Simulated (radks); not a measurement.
Values are calculated unless marked as measured or tabulated.
The arsenic ion As3+, 30 electrons, occupied as [Ar] 3d10 4s2 (the NIST ground configuration).

Code: a radial shooting solver on a logarithmic mesh with Libxc functionals. Model: scalar-relativistic Kohn-Sham, LB94 model potential, spin-polarised, spherical densities, finite nucleus; Fermi nuclear charge, rms radius 4.0968 fm.

Energy parts (eV):
part                   energy
kinetic             62927.196
electron-nucleus  -147497.799
Hartree             25364.011
(The LB94 potential has no energy functional, so no total or exchange-correlation energy is given.)

Orbitals (lengths in bohr, moments of r in powers of bohr):
| orbital | occ. | eigenvalue (eV) | <r^2> |
|---|---|---|---|
| 1s | 2 | -11848.15 | 0.002773 |
| 2s | 2 | -1549.396 | 0.04814 |
| 2p | 6 | -1367.358 | 0.03810 |
| 3s | 2 | -234.8937 | 0.4145 |
| 3p | 6 | -178.6504 | 0.4481 |
| 3d | 10 | -85.8718 | 0.5572 |
| 4s | 2 | -52.3927 | 3.262 |

The highest occupied level is 4s at -52.393 eV. The density falls to 0.001 e/bohr^3 at r = 3.09 bohr.
